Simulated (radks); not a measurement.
The numbers below are computed, except where a source is named.
Species: Sn7+. Configuration: [Kr] 4d7.

Code: a radial shooting solver on a logarithmic mesh with Libxc functionals. Model: scalar-relativistic Kohn-Sham, PBE, spin-polarised, spherical densities, finite nucleus; open shells are filled with parallel spins first (spin-orbit coupling, left out, can overturn this in heavy ions); Fermi nuclear charge, rms radius 4.6519 fm.

Energy parts (eV):
| part | energy |
|---|---|
| total | -167704.918 |
| kinetic | 175109.582 |
| electron-nucleus | -400782.334 |
| Hartree | 62352.414 |
| exchange-correlation | -4384.580 |

Orbitals (lengths in bohr, moments of r in powers of bohr):
orbital  occ.  eigenvalue (eV)      <r^4>      <r>     <r^2>
1s up       1        -29125.81  3.406e-06  0.02906  0.001143
1s down     1        -29125.81  3.406e-06  0.02906  0.001143
2s up       1        -4493.939  0.0005923   0.1255   0.01857
2s down     1        -4493.004  0.0005922   0.1255   0.01857
2p up       3        -4045.941  0.0004261   0.1096   0.01466
2p down     3        -4045.226  0.0004260   0.1096   0.01466
3s up       1        -957.2222    0.02638   0.3391    0.1315
3s down     1        -956.7729    0.02632   0.3391    0.1314
3p up       3        -810.8680    0.02789   0.3374    0.1321
3p down     3        -810.3506    0.02781   0.3373    0.1320
3d up       5        -585.8721    0.02528   0.3141    0.1171
3d down     5        -585.0548    0.02520   0.3140    0.1170
4s up       1        -241.8075     0.7692   0.8028    0.7264
4s down     1        -238.5712     0.7698   0.8022    0.7258
4p up       3        -196.3728      1.039   0.8568    0.8333
4p down     3        -193.1079      1.045   0.8570    0.8344
4d up       5        -128.8545      1.964   0.9788     1.106
4d down     2        -125.6894      2.017   0.9828     1.117

The highest occupied level is 4d down at -125.69 eV. Summed over all electrons, <r^2> = 16.58 bohr^2, which gives a Langevin (diamagnetic) susceptibility term of -13.1 x 10^-6 cm^3/mol. The spin density at the nucleus is -3.390 e/bohr^3 (1s -0.128, 2s -2.168, 3s 0.529, 4s -1.624).
